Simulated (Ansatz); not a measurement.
Input for Ansatz (a quantum-chemistry and plane-wave program): R-BLYP/def2-TZVPP on H3NOSi (SMILES N[Si]O), a point of a torsion scan.

Ansatz 0.2 input:
```yaml
crystal:
  periodic: [false, false, false]
  atoms:
    - {symbol: N, position_ang: [-1.00023002, -0.03334511, 0.22286997]}
    - {symbol: Si, position_ang: [0.37382710, -0.96966185, 0.62648831]}
    - {symbol: O, position_ang: [1.52088698, -0.09906610, -0.19306306]}
    - {symbol: H, position_ang: [-1.94298558, -0.31218494, 0.43193552]}
    - {symbol: H, position_ang: [-0.96083235, 0.78434159, -0.37252837]}
    - {symbol: H, position_ang: [2.26658976, 0.31344514, 0.22560958]}
basis:
  gaussian:
    orbitals: def2-TZVPP
hamiltonian:
  xc: {name: BLYP}
scf: {lower_state_search: off}
```

Output:

```
WARN ansatz: RAYON_NUM_THREADS=1 ignored (pool sized by the plan → 1); use --threads N
Functional definition: BLYP
these checks for a lower state are left out or cut short: stability, starts, cluster_reference, orbital_swaps, neighbouring_geometries, increment
integrals: 0.05 GiB planned
771 factors; their error is unknown
mean field: 0.40 GiB planned
mean field evaluation 1: about -11448.7624 eV, gradient 1.0e2 eV
mean field evaluation 2: about -11361.0144 eV, gradient 2.0e2 eV
mean field evaluation 4: about -11465.3856 eV, gradient 1.7e1 eV
mean field evaluation 8: about -11465.9324 eV, gradient 4.9e-2 eV
mean field evaluation 16: about -11465.9153 eV, gradient 3.0e-5 eV
mean field -11465.91532047 eV, -421.3646161508 hartree, gradient 2.8e-6 eV, S^2 0.000000; 0 other end points of the search recorded, 0 dependent functions left out
reference -11465.91559858 eV, -421.3646263712 hartree; 16, 16 occupied and 130, 130 virtual orbitals, 771 factors
Total energy: -11465.91559858 eV, -421.3646263712 hartree
Checks for a lower state left out: stability, starts, cluster_reference, orbital_swaps, neighbouring_geometries, increment
```

The calculation finished and met its thresholds.

Cost: very roughly 0.9 core-seconds.
